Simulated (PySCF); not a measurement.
C6H5NO3.
Cartesian coordinates in Å at the GFN2-xTB level; atoms count from 1:
```
atom  x, y, z in Å
C1     2.0312    0.8421   -0.7612
O2     1.1587    0.3430    0.2315
C3    -0.1745    0.2081   -0.1820
C4    -0.4056   -1.0151   -1.0948
O5     0.0826   -1.2487   -2.1553
O6    -1.2960   -1.8471   -0.4822
C7    -1.6586   -1.3127    0.7146
C8    -1.0773   -0.1355    0.9796
C9    -1.2357    0.6716    2.1139
N10   -1.3627    1.3538    3.0258
H11    1.7193    1.8405   -1.0875
H12    2.0803    0.1761   -1.6261
H13    3.0074    0.8996   -0.2855
H14   -0.5153    1.1193   -0.7073
H15   -2.3583   -1.8870    1.2946
```

Method used: PBE0/pcSseg-1 in PySCF (dipole) on a GFN2-xTB geometry, gas phase.

Take the most abundant isotopes and a rigid rotor. The values belong to one conformer with, in the numbering `[CH3:1][O:2][C@H:3]1[C:4](=[O:5])[O:6][CH:7]=[C:8]1[C:9]#[N:10]`, C1–O2–C3–C4 76°.

Q: What are A, B and C (cm⁻¹)?

A: Ia = 251.85, Ib = 418.84, Ic = 644.57 u·Å²; 505379 MHz·u·Å²/I gives 2007, 1207 and 784.1 MHz, that is A = 0.06693, B = 0.04025, C = 0.02615 cm⁻¹.

Q: Classify the top.

A: An asymmetric top. Ray's parameter κ = (2B − A − C)/(A − C) = -0.309; −1 is the prolate and +1 the oblate limit.

Q: Is it planar, by Δ = Ic − Ia − Ib?

A: Not planar: Δ = Ic − Ia − Ib = -26.13 u·Å². For a rigid frame Δ = −2 Σ m c², so Σ m c² = 13.06 u·Å² lies off the ab plane: 3.99 from hydrogen and 9.08 from heavier atoms. The atom farthest from that plane is 1.44 Å away.

Q: Give the other two planar moments, Paa and Pbb, and the rms extents of the mass along the axes.

A: Paa = Σ m a² = (Ib + Ic − Ia)/2 = 405.78 and Pbb = Σ m b² = (Ia + Ic − Ib)/2 = 238.79 u·Å². With the mass M = 139.03 u, the rms extents √(P/M) along a, b and c are 1.71, 1.31, 0.31 Å.

Q: List the rotational levels J(Ka,Kc) to J = 4 (K).

A: Above 0(0,0), as E/k:
J = 1: 1(0,1) 0.096, 1(1,1) 0.134, 1(1,0) 0.154
J = 2: 2(0,2) 0.280, 2(1,2) 0.305, 2(1,1) 0.366, 2(2,1) 0.481, 2(2,0) 0.487
J = 3: 3(0,3) 0.545, 3(1,3) 0.558, 3(1,2) 0.678, 3(2,2) 0.767, 3(2,1) 0.795, 3(3,1) 1.013, 3(3,0) 1.015
J = 4: 4(0,4) 0.885, 4(1,4) 0.890, 4(1,3) 1.084, 4(2,3) 1.145, 4(2,2) 1.215, 4(3,2) 1.405, 4(3,1) 1.413, 4(4,1) 1.737, 4(4,0) 1.737
The levels of one J sum to (2J + 1)J(J + 1)(A + B + C)/3.

Q: Predict some low-J microwave lines.

A: The dipole components are |μa| = 1.47 D, |μb| = 0.71 D, |μc| = 0.63 D. Intensities carry the squares of the components, which stand as 1.00 : 0.23 : 0.18 (a : b : c). Some lines, for components of 0.1 D or more:

```
type  branch         J(Ka,Kc)    MHz  lower level (cm⁻¹)
   b       Q  1(1,0) ← 1(0,1)   1223               0.066
   b       Q  2(1,1) ← 2(0,2)   1773               0.195
   b       R  2(0,2) ← 1(1,1)   3053               0.093
   b       Q  3(2,2) ← 3(1,3)   4373               0.387
   a       R  2(1,1) ← 1(1,0)   4404               0.107
   b       R  3(0,3) ← 2(1,2)   5015               0.212
   a       R  3(2,2) ← 2(2,1)   5972               0.334
   b       Q  4(4,1) ← 4(3,2)   6913               0.977
   b       R  5(2,3) ← 4(3,2)   7037               0.977
   a       R  4(0,4) ← 3(0,3)   7067               0.379
   a       R  4(2,3) ← 3(2,2)   7861               0.533
   a       R  4(1,3) ← 3(1,2)   8466               0.471
   c       R  3(2,1) ← 2(1,1)   8951               0.254
   a       R  5(1,4) ← 4(1,3)  10212               0.754
   b       R  3(3,1) ← 2(2,0)  10971               0.338
   c       R  4(2,2) ← 3(1,2)  11194               0.471
   c       R  5(2,3) ← 4(1,3)  13722               0.754
   b       R  5(3,3) ← 4(2,2)  14151               0.845
```

Q: Estimate the classical rotational partition function at 10 K, 25 K and 100 K.

A: Point group C1, symmetry number σ = 1; q = (√π/σ)·√((kT/h)³/(ABC)), k/h = 20836.6 MHz/K: 3870 at 10 K, 15300 at 25 K, 122000 at 100 K.

No frequency check. No vibrational averaging or centrifugal distortion is included, and the geometry carries the error of its method. A rigid rotor knows nothing of internal rotation, which can split or shift real lines. Quadrupole hyperfine structure (14N) is left out.
